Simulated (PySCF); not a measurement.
**Frontier levels across methods**

Species: CH6BF2OP.
Z-matrix (Å and degrees, PBE0-D3(BJ)/def2-SVP geometry), rows numbered from 1:
```
F 
C   1  1.3812
F   2  1.3360  1  106.28
O   2  1.3275  1  110.07  3  -118.69
B   4  1.4433  2  118.46  1   -67.45
P   5  2.0331  4  108.19  2    74.60
H   2  1.1074  1  106.45  3   116.69
H   5  1.2259  4  116.62  2   -39.58
H   5  1.2172  4  112.56  2  -175.83
H   6  1.4161  5  113.95  4   162.55
H   6  1.4152  5  116.84  4    45.87
H   6  1.4148  5  121.33  4   -77.21
```

Basis pcSseg-1 throughout (PySCF), one geometry. The structure is a single PBE0-D3(BJ)/def2-SVP conformer in the gas phase; no vibrational or solvent corrections.

**Question.** How do the orbital energies, the gap and the dipole change with the method?

**Answer.** 
```csv
method,kind,HOMO (eV),LUMO (eV),gap (eV),μ (D),SCF cycles
BLYP,GGA,-6.56,-0.69,5.87,4.34,15
OPBE,GGA,-6.61,-0.75,5.86,4.43,15
PBE,GGA,-6.65,-0.81,5.84,4.39,15
B97-D,GGA,-6.70,-0.70,6.00,4.40,15
BP86,GGA,-6.78,-0.86,5.92,4.39,15
KT2,GGA,-6.79,-0.84,5.95,4.37,15
LDA,LDA,-6.80,-0.96,5.84,4.51,14
KT3,GGA,-6.80,-0.85,5.94,4.37,15
B97-2,global hybrid,-7.85,0.07,7.92,4.59,14
B3LYP,global hybrid,-7.88,-0.12,7.76,4.53,13
PBE0,global hybrid,-8.09,0.11,8.20,4.61,14
mPW1PW91,global hybrid,-8.14,0.10,8.24,4.62,13
BHandHLYP,global hybrid,-9.44,1.04,10.48,4.73,12
CAM-B3LYP,range-separated hybrid,-9.47,1.16,10.63,4.67,13
wB97X-D,range-separated hybrid,-9.99,1.91,11.90,4.67,14
LC-wPBE,range-separated hybrid,-10.75,2.37,13.12,4.80,14
HF,Hartree–Fock,-11.44,3.31,14.75,4.87,10
```

The HOMO spans 4.88 eV, from BLYP down to HF, and the gap runs from 5.84 eV (LDA) to 14.75 eV (HF). Over the methods BLYP (0 %), OPBE (0 %), PBE (0 %), B97-D (0 %), BP86 (0 %), KT2 (0 %), LDA (0 %), KT3 (0 %), B97-2 (21 %), B3LYP (20 %), PBE0 (25 %), mPW1PW91 (25 %), BHandHLYP (50 %), HF (100 %), a straight line through the gap against the share of exact exchange rises by 0.89 eV for each 10 % (correlation coefficient 1.000). The dipole ranges from 4.34 D (BLYP) to 4.87 D (HF). This basis has no diffuse functions.

The vertical ΔSCF ionisation energy at CAM-B3LYP/def2-SVPD is 10.37 eV; −ε(HOMO) comes closest to it with wB97X-D (9.99 eV) and LC-wPBE (10.75 eV).
